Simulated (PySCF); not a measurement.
Species: C5H9OS (doublet state).
Z-matrix (Å and degrees, GFN2-xTB geometry), rows numbered from 1:
```
C 
O   1  1.4055
C   2  1.3552  1  116.03
C   3  1.3751  2  121.60  1   179.73
C   4  1.3787  3  125.03  2     0.42
C   5  1.4612  4  123.02  3  -177.20
S   6  1.8817  5  111.00  4    92.28
H   1  1.0953  2  111.25  3   -62.11
H   1  1.0885  2  106.56  3   178.76
H   1  1.0954  2  111.28  3    59.58
H   3  1.0819  2  117.12  1    -0.52
H   4  1.0811  3  116.32  2   179.86
H   5  1.0792  4  118.81  3    -2.71
H   6  1.0883  5  112.91  4   -22.70
H   6  1.0885  5  113.45  4  -149.52
H   7  1.3304  6   95.35  5    55.60
```

The hyperfine couplings belong to this conformer and change with its torsions.

As a line formula: `CO/C=C\[CH]CS` [radical].

Level of theory: PySCF, UKS B3LYP, pcH-1 on C H O S, non-relativistic, mean-field spin-orbit, GIAO. Geometry: GFN2-xTB, one conformer, isolated molecule. The geometry wasn't refined by DFT: couplings that depend on bond lengths, twists or pyramidal angles can differ widely from those at the functional's own minimum. No stability test was run, so a lower SCF solution isn't excluded.

Principal values of hyperfine tensors in MHz (contact, dipolar and spin–orbit terms together), for some of the nuclei:

```tsv
atom	isotope	A1	A2	A3
C3	13C	2.90	5.23	138.08
C4	13C	-68.77	-33.20	-27.72
H11	1H	-59.69	-38.39	-16.02
H13	1H	-57.60	-39.28	-16.38
H15	1H	17.71	18.97	26.82
C6	13C	-21.90	-18.50	-15.73
S7	33S	3.18	4.70	36.93
H14	1H	10.05	11.22	18.46
```

**Question.** Split each tensor into its isotropic and traceless parts, and turn a_iso into mT with g = 2.0025.

**Answer.** a_iso is a third of the trace, T = A − a_iso, and a(mT) = a(MHz)/(g × 13.996). The tensors hold a spin–orbit part: the run splits a_iso into a_FC + a_SO, and T includes its anisotropic share.

| atom | a_iso (MHz) | a_FC | a_SO | a_iso (mT) | T1 | T2 | T3 |
| --- | --- | --- | --- | --- | --- | --- | --- |
| C3 | 48.73 | 48.75 | -0.02 | 1.739 | -45.83 | -43.51 | 89.34 |
| C4 | -43.23 | -43.25 | 0.02 | -1.542 | -25.54 | 10.03 | 15.51 |
| H11 | -38.03 | -38.05 | 0.02 | -1.357 | -21.65 | -0.36 | 22.01 |
| H13 | -37.76 | -37.77 | 0.01 | -1.347 | -19.84 | -1.53 | 21.37 |
| H15 | 21.17 | 21.18 | -0.01 | 0.755 | -3.46 | -2.20 | 5.65 |
| C6 | -18.71 | -18.70 | -0.01 | -0.668 | -3.19 | 0.21 | 2.98 |
| S7 | 14.94 | 14.91 | 0.03 | 0.533 | -11.76 | -10.24 | 21.99 |
| H14 | 13.24 | 13.25 | -0.01 | 0.472 | -3.19 | -2.02 | 5.22 |

**Question.** What spin density at the nucleus of H15 lies behind its contact coupling (g_N = 5.58569)?

**Answer.** a_FC = 800.24 MHz bohr³ × g_N × ρ(0)/(2S). With a_FC = 21.18 MHz and 2S = 1, ρ(0) = 0.004738 bohr⁻³. In magnitude that is 1.5 % of the 1/π = 0.318 of a free hydrogen atom.

**Question.** C5 (13C, g_N = 1.40482) isn't in the table. Its spin density at the nucleus is 0.04662 bohr⁻³. What is its contact coupling?

**Answer.** By the same relation, a_FC = 52.4 MHz. The spin–orbit term adds -0.05 MHz. Its full tensor has the principal values 3.58, 4.63, 148.88 MHz.

**Question.** Which nucleus of the table has the largest anisotropic coupling, and what is its form?

**Answer.** C3: -45.8, -43.5, 89.3 MHz, nearly axial, close to the ratio −1:−1:+2, the form that spin in one p orbital centred on that nucleus gives.

**Question.** In a single crystal, with the field along each principal axis of the tensor of C4 in turn, what first-order splitting does this nucleus give (isotropic g, quadrupole terms neglected)?

**Answer.** 2 lines (I = 1/2), spaced by |A_i|/(g × 13.996): 2.45, 1.18, 0.99 mT along the axes of A1, A2 and A3.
